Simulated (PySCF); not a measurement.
SMILES CCC[CH]CC(C)=O, doublet at its GFN2-xTB optimised geometry (Å):

```
21

C     -3.2735    -2.0745    -2.7637
C     -1.8203    -1.6181    -2.7636
C     -1.2425    -1.5911    -1.3509
C      0.1577    -1.1289    -1.2918
C      0.7630    -0.7671     0.0000
C      0.1867     0.6480     0.0000
C      1.0966     1.6988    -0.5827
O     -0.9385     0.8783     0.3941
H     -3.6721    -2.0844    -3.7755
H     -3.8815    -1.4033    -2.1613
H     -3.3595    -3.0777    -2.3514
H     -1.2256    -2.2911    -3.3860
H     -1.7549    -0.6175    -3.1964
H     -1.3280    -2.5902    -0.9013
H     -1.8500    -0.9281    -0.7139
H      0.6675    -0.8650    -2.2033
H      1.8500    -0.7671     0.0000
H      0.3597    -1.3468     0.8285
H      0.5252     2.5902    -0.8299
H      1.6099     1.3302    -1.4661
H      1.8472     1.9620     0.1626
```

Method: unrestricted PBE0/def2-SVP (PySCF).

Map of the electrostatic potential (hartree/e), clipped to [-0.08, 0.12] on the plane z = 1.2 Å:

```
|333333333333333333334444444|
|333333333333333333344444444|
|333333333333333333444444444|
|333333332333333334444444444|
|333332222222333334444444444|
|333322222222233344444444444|
|333222221112233344554444444|
|333222211111223445555444444|
|332222110001133445655444444|
|332222100012234555555444444|
|332221100157556655554444444|
|332221100169667655544444444|
|332222100024466655444444444|
|333222110001355555444444444|
|333322211112356655444444444|
|333332222223479865544444444|
|333333222234699965444444444|
|333333333334799964444444444|
|333333333334589754444444444|
|333333333334455544444444444|
|333333333334444444444444444|
|333333333334444444444444444|
|333333333334444444444444444|
|333333333334444444444444444|
|333333333333344444444444444|
|333333333333333333344444444|
|333333333333333333333333333|
```
Scale: ten equal steps from -0.075 (start of '0') to 0.120 (end of '9'), in the order '0123456789'; x runs from -5.00 to 5.00, y from -5.00 (bottom) to 5.00 (top).
